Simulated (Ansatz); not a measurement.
`N[SiH2][TeH]` + `C=N` → `C=N[SiH2]N` + H₂Te at 600 K and 1 bar (ligand exchange at the Si–Te bond).

Computed with Ansatz on PBE0-D4/def2-TZVP structures; ΔE is electronic, products minus reactants. CCSD(T)/CBS adds triple-zeta CCSD(T) − MP2 to the extrapolated MP2 energy (def2 sets, frozen cores). This one scheme is used for every species. Elements past krypton have def2 core potentials. For Te outer-core shells are correlated without core-valence functions, which leaves a few kJ/mol of doubt a bond. One conformer a species, not always the lowest.

```
       species  CCSD(T)/CBS energy (Eh)  H − E (kJ/mol)  S (J/(mol·K))
`N[SiH2][TeH]`               -614.55865           183.7          408.1
         `C=N`                -94.52360           129.6          259.4
  `C=N[SiH2]N`               -440.16402           249.6          401.4
          H₂Te               -268.91024            52.9          255.0
```

H − E and S are ideal-gas, rigid-rotor, harmonic terms from PBE0-D4/def2-TZVP, for one conformer and one mirror image of each species. 1 Eh = 2625.50 kJ/mol, R = 8.31446 J/(mol·K).

Question: By hand: ΔE, ΔH, ΔS and ΔG.

Answer: ΔE = (-440.16402) + (-268.91024) − (-614.55865) − (-94.52360) = 0.00799 Eh = 21.0 kJ/mol. Δ(H − E) = 249.6 + 52.9 − 183.7 − 129.6 = -10.8, so ΔH = 10.2 kJ/mol. ΔS = 401.4 + 255.0 − 408.1 − 259.4 = -11.1 J/(mol·K). ΔG = 10.2 − 600 × (-11.1)/1000 = 16.9 kJ/mol.

Question: By hand: the equilibrium constant, and the temperature at which ΔG would vanish if ΔH and ΔS stayed fixed.

Answer: log₁₀ K = −ΔG/(RT ln 10) = -1.5. ΔH and −TΔS have one sign here, so there is no such temperature.

TΔS isn't small against ΔH here. A doubt of 5 kJ/mol in ΔE shifts log₁₀ K by 0.4 here. Other conformers and mirror images would add mixing entropy, several J/(mol·K) or more a flexible species. These are equilibria of isolated gas molecules and say nothing of rates. Largest T1 diagnostic: 0.012 (customary marks: 0.02 for closed shells, 0.045 for open ones).

ΔS is within the doubt of such terms, so its sign, and with it that verdict, could turn.
